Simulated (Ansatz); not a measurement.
Consider the ligand exchange at the Si–C bond: `O=C([SiH3])OCO` + `[NH2][SbH][OH]` → `[OH][SbH][NH][SiH3]` + `O=COCO`.

Gas-phase electronic energies from Ansatz, PBE0-D4/def2-TZVP geometries. CBS: MP2 limit from def2 TZ/QZ plus the TZ coupled-cluster correction, frozen cores. def2 core potentials past Kr. For Sb outer-core shells are correlated without core-valence functions, which leaves a few kJ/mol of doubt a bond. Each species was taken in one conformer, which may not be the lowest.

(1) Is it downhill or uphill in electronic energy at CCSD(T)/CBS, and by how much? (Estimate.)

(2) What do these levels give: CCSD/def2-TZVPP, CCSD(T)/def2-TZVPP, HF/def2-QZVPP, MP2/def2-QZVPP, HF/CBS(def2), MP2/CBS(def2)? (Estimate.)

Largest T1 diagnostic among the species: 0.015.

## Answers

(1) Computed: Downhill: ΔE = -0.80 eV.

(2) Ansatz gave: CCSD/def2-TZVPP -0.84, CCSD(T)/def2-TZVPP -0.82, HF/def2-QZVPP -0.92, MP2/def2-QZVPP -0.87, HF/CBS(def2) -0.92, MP2/CBS(def2) -0.86 eV.

From PBE to PBE0 (25 % exact exchange), in def2-TZVPP and without D4, ΔE moves by −0.08 eV. The D4 term adds −0.04 eV with B3LYP and −0.02 eV with PBE0; it sums over pairs of atoms, weighted by their polarisabilities, and B3LYP, whose exchange is more repulsive, gets the larger term. In def2-TZVPP, CCSD(T) changes the Hartree–Fock value by +0.09 eV (the triples alone add +0.02 eV) and MP2 by +0.03 eV.

B3LYP here is the variant with VWN-RPA as its local correlation; programs differ in this.
